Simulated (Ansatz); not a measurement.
The same path of BClH2O + BrH (7 atoms, charge 0, multiplicity 1) was run twice with different band settings. Lost on the way: Br6–H7. Made: B1–Br6, O2–H7.

Level of theory: RKS PBE/def2-SVP in Ansatz.

Relaxed end points:

```xyz
7
Properties=species:S:1:pos:R:3
B -0.087 -0.622 -0.066
O -0.335 0.299 0.906
H -1.150 0.105 1.407
Cl 1.350 -0.403 -1.051
H -0.823 -1.568 -0.258
Br 0.935 3.189 2.273
H 0.532 1.975 1.594
```

```xyz
7
Properties=species:S:1:pos:R:3
B 0.127 0.402 0.029
O -0.012 -0.092 1.629
H -0.974 -0.111 1.824
Cl 1.608 -0.399 -0.608
H -0.932 0.069 -0.469
Br 0.270 2.409 0.282
H 0.335 0.696 2.118
```

Common settings: movable images 7; climbing image yes; spring 5.0 eV/Å²; optimiser quadratic models (default); force threshold 0.03 eV/Å; iteration limit 60; end points relaxed.

| run | start path |
| --- | --- |
| 1 | through a guess of the saddle point |
| 2 | straight line |

What does each run give, and how far can it be trusted?

Run 1: converged after 21 iterations, highest image 0.804 eV above the first end. A vibrational analysis at the climbing image gives one clearly imaginary mode, 817i cm⁻¹: a first-order saddle point.
Run 2: converged after 18 iterations, highest image 0.804 eV above the first end. Another band between the same ends (7 images) ends at a top of the same energy, where a vibrational analysis finds 1 clearly imaginary mode.
The orbitals stay closed-shell, which can raise the energy where a bond breaks towards radicals; this wasn't checked here.
